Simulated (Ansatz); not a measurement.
`O=CB[SiH3]` and `CBC=O` differ in one atom or group.

Ansatz, PBE0-D4/def2-TZVP geometries, multiplicity 1. Each molecule was computed in one conformer, which needn't be the lowest.

| property | `O=CB[SiH3]` |
| --- | --- |
| size of the dipole moment (PBE/def2-TZVPP) / D | 1.81 |
| ideal-gas entropy at 298 K and 1 bar (rigid rotor, harmonic PBE0-D4/def2-TZVP) / J/(mol·K) | 329 |
| HOMO energy (PBE0/def2-TZVPP) / eV | -7.80 |
| HOMO–LUMO gap (B3LYP/def2-TZVPP) / eV | 5.60 |
| HOMO energy (B3LYP/def2-TZVPP) / eV | -7.60 |
| LUMO energy (B3LYP/def2-TZVPP) / eV | -2.00 |

Question: Give the same properties after the change, and the shifts. (An estimate is asked.)

Answer: The calculation gave: 
```
                                                                                  property  `CBC=O`  shift
                                            size of the dipole moment (PBE/def2-TZVPP) / D     2.65   0.84
ideal-gas entropy at 298 K and 1 bar (rigid rotor, harmonic PBE0-D4/def2-TZVP) / J/(mol·K)      312    -17
                                                        HOMO energy (PBE0/def2-TZVPP) / eV    -7.02   0.78
                                                     HOMO–LUMO gap (B3LYP/def2-TZVPP) / eV     5.08  -0.52
                                                       HOMO energy (B3LYP/def2-TZVPP) / eV    -6.82   0.78
                                                       LUMO energy (B3LYP/def2-TZVPP) / eV    -1.74   0.26
```

With PBE0 the HOMO rises by 0.78 eV and the LUMO rises by 0.31 eV, so the gap narrows by about 0.47 eV. PBE moves the HOMO by 0.96 eV and ωB97M-V by 0.72 eV. Dipoles are sizes alone; their direction can turn.

B3LYP here is the variant with VWN-RPA as its local correlation; programs differ in this.
